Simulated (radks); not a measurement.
Question: All-electron atom: Cr+ in [Ar] 3d5. Method: scalar-relativistic Kohn-Sham, r2SCAN, spin-unpolarised, spherical densities, finite nucleus; meta-GGA in the generalised Kohn-Sham scheme; Fermi nuclear charge, rms radius 3.6452 fm; computed with a radial shooting solver on a logarithmic mesh with Libxc functionals. Some entries of the table are withheld. Estimate them.

orbital  occ.  eigenvalue (eV)  <r> (bohr)
1s          2        -5910.251     0.06356
2s          2              (1)      0.2924
2p          6              (2)         (3)
3s          2         -83.6317         (4)
3p          6              (5)         (6)
3d          5          -9.6417       1.410

Answer: 
(1) 2s eigenvalue (eV): -682.2037
(2) 2p eigenvalue (eV): -573.0877
(3) 2p <r> (bohr): 0.2596
(4) 3s <r> (bohr): 0.9037
(5) 3p eigenvalue (eV): -53.9300
(6) 3p <r> (bohr): 0.9687
